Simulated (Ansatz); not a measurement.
Na9⁺. The state is a singlet with charge 1. Geometry r2SCAN/def2-SVP.

```xyz
9

Na    0.890   -1.903   -2.135
Na    1.338    1.878   -3.398
Na    1.314    0.655    3.378
Na   -1.457    2.148    1.484
Na    1.613    1.072   -0.039
Na   -1.573    0.677   -1.782
Na    2.620   -2.353    1.083
Na   -4.028   -0.717    0.354
Na   -0.717   -1.458    1.055
```

The restricted singlet is unstable towards broken spin symmetry in Hartree–Fock (as tested in another run); at HF/STO-3G, PBE/def2-TZVP, PBE0/def2-SVP, CAM-B3LYP/def2-TZVP this wasn't settled. At HF/STO-3G the highest occupied level of the charge 1 singlet lies above zero (up to 3.06 eV). In Hartree–Fock with STO-3G the lack of diffuse functions raises the level. At HF/def2-TZVP the restricted singlet is unstable: a solution with broken spin symmetry lies lower. Another isomer (singlet) lies 0.11 eV lower at PBE0/def2-TZVP; other spin states weren't run for this one.

Task: Estimate the orbital energies around the gap (eV) in Ansatz with HF/STO-3G, HF/def2-TZVP, PBE/def2-TZVP, PBE0/def2-SVP, CAM-B3LYP/def2-TZVP.

Result: 
```csv
orbital,HF/STO-3G,HF/def2-TZVP,PBE/def2-TZVP,PBE0/def2-SVP,CAM-B3LYP/def2-TZVP
HOMO−5,-37.84,-43.31,-30.51,-33.99,-35.51
HOMO−4,-37.84,-43.31,-30.50,-33.99,-35.51
HOMO−3,-0.38,-9.52,-7.31,-8.00,-9.10
HOMO−2,2.72,-7.29,-6.11,-6.50,-7.24
HOMO−1,2.75,-7.26,-6.08,-6.46,-7.20
HOMO,3.06,-6.62,-5.69,-6.01,-6.68
LUMO,7.73,-2.45,-4.69,-4.18,-3.57
LUMO+1,8.20,-2.36,-4.60,-4.10,-3.45
LUMO+2,8.76,-2.19,-4.45,-3.95,-3.26
LUMO+3,8.97,-2.11,-4.37,-3.84,-3.19
LUMO+4,8.97,-2.09,-4.33,-3.82,-3.16
LUMO+5,15.19,-1.71,-3.87,-3.37,-2.65
```
